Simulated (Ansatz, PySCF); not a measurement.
Species: SnBr (charge 0, doublet). 
Geometry from a B3LYP-D3(BJ)/def2-TZVP (Ansatz, an electronic-structure program) optimisation:
SMILES: [Br][Sn]
```xyz
2

Sn     0.0000     0.0000    -1.0486
Br     0.0000     0.0000     1.4979
```
Charge 0, spin multiplicity 2.

Dipole moments at this geometry, in debye (magnitudes).

| level | program | dipole (D) |
|---|---|---|
| B3LYP/def2-TZVPD | Ansatz | 2.68 |
| TPSSh/def2-TZVPD | PySCF | 2.60 |
| r2SCAN0/def2-TZVPD | Ansatz | [?] |
| PW6B95/def2-TZVPD | PySCF | 2.75 |
| MN15/def2-TZVPD | PySCF | 2.87 |
| CCSD(T)/def2-SVPD | Ansatz | [?] |

Fill in the missing entries.


- r2SCAN0/def2-TZVPD, dipole (D): 2.74
- CCSD(T)/def2-SVPD, dipole (D): 2.69
